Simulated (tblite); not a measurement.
C5H9FO.
Numbering: `[F:1][CH2:2][C@H:3]1[CH2:4][CH2:5][CH2:6][O:7]1` (hydrogens: H8, H9 on C2; H10 on C3; H11, H12 on C4; H13, H14 on C5; H15, H16 on C6)

Computed with GFN2-xTB (tblite), gas phase: nudged elastic band of 9 images (0 to 8), spring 0.2 eV/Å², climbing image at the end, force threshold 0.05 eV/Å. No saddle search or frequency run followed, so the top image need not be a first-order saddle, and its height can exceed the method's true barrier by a kcal/mol or more.

The band describes a rotation about C2–C3 (sp3 C–F carbon, sp3 carbon bound to oxygen), followed by the dihedral F1–C2–C3–C4, from the optimised start (-49°) to a second optimised geometry at 64°.

**Question.** Give the energy profile along the converged band.

**Answer.** 
```json
{"image": "0", "dihedral (°)": "-49", "E (kcal/mol)": "0.00", "C2–C3 (Å)": "1.534", "F1···C4 (Å)": "2.86", "largest true force (eV/Å)": "0.01"}
{"image": "1", "dihedral (°)": "-34", "E (kcal/mol)": "0.40", "C2–C3 (Å)": "1.538", "F1···C4 (Å)": "2.78", "largest true force (eV/Å)": "0.04"}
{"image": "2", "dihedral (°)": "-20", "E (kcal/mol)": "1.16", "C2–C3 (Å)": "1.544", "F1···C4 (Å)": "2.75", "largest true force (eV/Å)": "0.05"}
{"image": "3", "dihedral (°)": "-5", "E (kcal/mol)": "1.73", "C2–C3 (Å)": "1.547", "F1···C4 (Å)": "2.72", "largest true force (eV/Å)": "0.04"}
{"image": "4", "dihedral (°)": "9", "E (kcal/mol)": "1.69", "C2–C3 (Å)": "1.548", "F1···C4 (Å)": "2.72", "largest true force (eV/Å)": "0.04"}
{"image": "5", "dihedral (°)": "23", "E (kcal/mol)": "1.02", "C2–C3 (Å)": "1.545", "F1···C4 (Å)": "2.72", "largest true force (eV/Å)": "0.06"}
{"image": "6", "dihedral (°)": "37", "E (kcal/mol)": "0.07", "C2–C3 (Å)": "1.539", "F1···C4 (Å)": "2.76", "largest true force (eV/Å)": "0.06"}
{"image": "7", "dihedral (°)": "51", "E (kcal/mol)": "-0.68", "C2–C3 (Å)": "1.535", "F1···C4 (Å)": "2.84", "largest true force (eV/Å)": "0.04"}
{"image": "8", "dihedral (°)": "64", "E (kcal/mol)": "-0.94", "C2–C3 (Å)": "1.533", "F1···C4 (Å)": "2.97", "largest true force (eV/Å)": "0.01"}
```

Barriers of this band. The top is image 3 at -5°: 1.73 kcal/mol forward and 2.67 kcal/mol back; the end lies 0.94 kcal/mol below the start. The central bond is 0.013 Å longer at the top than at the start.

**Question.** What rate follows at 298 K for crossing this barrier forward?

**Answer.** Taking the electronic barrier for the free energy of activation (no zero-point or entropy terms, transmission 1), rate = (kT/h)·exp(−ΔE/kT) ≈ 3 × 10^11 s⁻¹, whose inverse is 3 × 10^-12 s. An error of 1 kcal/mol in the barrier changes this by a factor of 5, and the method and the loose band can each miss by that much or more. The barrier is only 2.9 kT, where transition-state theory is rough.

**Question.** How would the two end points share their population at 298 K, from these energies alone?

**Answer.** exp(−ΔE/kT) with ΔE = 0.041 eV gives 0.2 for the higher one (start) against 1 for the lower, without vibrational, rotational or degeneracy terms. GFN2-xTB can put conformers this close in the wrong order.

The cost below is that of the whole band run. Rough CPU time on one thread of a shared machine: about 6 s.
